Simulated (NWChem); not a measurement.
System: CdHSF; SMILES [SH][Cd][F]

```xyz
4

Cd    -0.0109     0.3013     0.0000
F     -0.0016     2.2474     0.0000
S     -0.0484    -2.0359     0.0000
H      1.3139    -2.1143     0.0000
```
Atoms are numbered in this order, from 1.

All runs: NWChem. Coordinates come from a PBE-D3(BJ)/def2-SVP optimisation. def2 effective core potentials on Cd; no spin-orbit coupling.

Task: What does the run give for B3LYP/def2-SVP? Quantities: highest occupied level (eV); orbital gap (eV); dipole (D).

Result: The highest occupied level (eV) comes out as -7.17. The orbital gap (eV) is 5.14 and the dipole (D) is 1.68.
